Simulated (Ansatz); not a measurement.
Stepwise reaction of `[NH2][Ge]([NH2])([NH2])[NH2]` with hydrogen, as a gas-phase model of exchange steps in deposition or etching. ΔE in kJ/mol; ΔG adds harmonic PBE0-D4 terms to CCSD(T)/CBS, at 1 bar.

Gas-phase electronic energies from Ansatz, PBE0-D4/def2-TZVP geometries. CCSD(T)/CBS adds triple-zeta CCSD(T) − MP2 to the extrapolated MP2 energy (def2 sets, frozen cores). This one scheme is used for every species. Functionals use def2-TZVPP. B3LYP here is the variant with VWN-RPA as its local correlation; programs differ in this. For Ge outer-core shells are correlated without core-valence functions, which leaves a few kJ/mol of doubt a bond. Scalar relativity is left out up to krypton. Each species was taken in one conformer, which may not be the lowest.

| step | reaction | PBE-D4 | B3LYP-D4 | ωB97M-V | CCSD(T)/CBS | ΔG(600 K) |
| --- | --- | --- | --- | --- | --- | --- |
| 1 | `[NH2][Ge]([NH2])([NH2])[NH2]` + H₂ → `[NH2][GeH]([NH2])[NH2]` + NH₃ | 0.6 | 3.1 | 3.8 | 6.3 | 2.8 |
| 2 | `[NH2][GeH]([NH2])[NH2]` + H₂ → `[NH2][GeH2][NH2]` + NH₃ | -2.7 | -1.6 | -0.5 | 1.8 | 5.3 |
| 3 | `[NH2][GeH2][NH2]` + H₂ → `[NH2][GeH3]` + NH₃ | -9.2 | -8.6 | -8.3 | -5.4 | -12.1 |

Question: Give the row of step 4, `[NH2][GeH3]` + H₂ → GeH₄ + NH₃. (Best estimate.)

Answer: Ansatz gave: 
| step | reaction | PBE-D4 | B3LYP-D4 | ωB97M-V | CCSD(T)/CBS | ΔG(600 K) |
| --- | --- | --- | --- | --- | --- | --- |
| 4 | `[NH2][GeH3]` + H₂ → GeH₄ + NH₃ | -27.5 | -27.2 | -27.0 | -24.8 | -13.1 |

Question: By hand: ΔE of the 4 steps together at CCSD(T)/CBS.

Answer: (6.3) + (1.8) + (-5.4) + (-24.8) = -22.1 kJ/mol, or -5.5 kJ/mol a step.

In ΔE each step is lower than the one before. ΔG lies between -13.1 and 5.3 kJ/mol a step. PBE-D4 differs from CCSD(T)/CBS by -5.7 to -2.7 kJ/mol a step. Isolated molecules leave out the surface, adducts and barriers. Largest T1 diagnostic: 0.012.
